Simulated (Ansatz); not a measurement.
`[NH2][Al]([F])[SH]` + H₂ → `[F][AlH][SH]` + NH₃  (hydrogenolysis of the Al–N bond)

Isolated molecules relaxed with PBE0-D4/def2-TZVP in Ansatz; ΔE leaves out vibrations. CCSD(T)/CBS is the MP2 limit (def2-TZVPP, def2-QZVPP) plus CCSD(T) − MP2 in def2-TZVPP, frozen cores. This one scheme is used for every species. DFT in def2-TZVPP. HSE06 is defined as in plane-wave codes. One conformer a species, not always the lowest.

| level | ΔE (kJ/mol) |
| --- | --- |
| HSE06-D4 | 65.2 |
| ωB97X-V | 67.3 |
| BLYP | 63.0 |
| LC-ωPBE | 66.3 |
| HF/def2-SVP | 54.2 |
| CCSD(T)/def2-TZVPP | 69.3 |
| HF/def2-QZVPP | 57.1 |
| SCS-MP2/def2-QZVPP | 72.8 |

What does CCSD(T)/CBS give? (Estimate.)

Computed: +70.8 kJ/mol. The listed levels differ from it by -5.6, -3.5, -7.8, -4.5, -16.6, -1.5, -13.7, 2.0 kJ/mol.

Largest T1 diagnostic among the species: 0.012.

Leaving LDA and LC-ωPBE aside and taking each functional with its dispersion term where it has one, the values, not all of them listed here, spread over 16.7 kJ/mol, from B97M-V to r2SCAN-D4. LDA lies +5.8 kJ/mol from PBE without D4. At CCSD(T), def2-SVP lies −7.2 kJ/mol from the extrapolated value and def2-TZVPP −1.5 kJ/mol. The D4 term adds +6.6 kJ/mol with B3LYP and +3.6 kJ/mol with PBE0; it sums over pairs of atoms, weighted by their polarisabilities, and B3LYP, whose exchange is more repulsive, gets the larger term.

B3LYP here is the variant with VWN-RPA as its local correlation; programs differ in this.
